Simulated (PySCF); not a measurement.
H4I2N2Ti, multiplicity 1. Atoms are numbered in the order given.

```xyz
9

Ti     0.0025    -0.8997     0.0000
I     -0.0064     0.5394    -2.1690
I     -0.0064     0.5394     2.1690
N     -1.4372    -2.0484     0.0000
H     -1.9316    -2.3450    -0.8418
H     -1.9316    -2.3450     0.8418
N      1.5075    -1.9702     0.0000
H      2.4478    -1.5714     0.0000
H      1.5453    -2.9872     0.0000
```

Coordinates come from a B3LYP-D3(BJ)/def2-SVP optimisation. The spin state was assumed, not searched. The def2 effective core potentials stand for the cores of I; spin–orbit coupling is left out. The values are those of a single conformer.

Method: r2SCAN/def2-TZVP (PySCF).

ESP charges are fitted to the potential on shells at 1.4 to 2.0 van der Waals radii. Atomic charges (e):

```
atom  Löwdin  Mulliken  ESP fit
----  ------  --------  -------
Ti1    -0.45      1.07     0.51
I2      0.17     -0.31    -0.18
I3      0.17     -0.31    -0.18
N4     -0.28     -0.76    -0.82
H5      0.17      0.26     0.37
H6      0.17      0.26     0.37
N7     -0.27     -0.73    -0.79
H8      0.16      0.25     0.35
H9      0.16      0.26     0.37
```
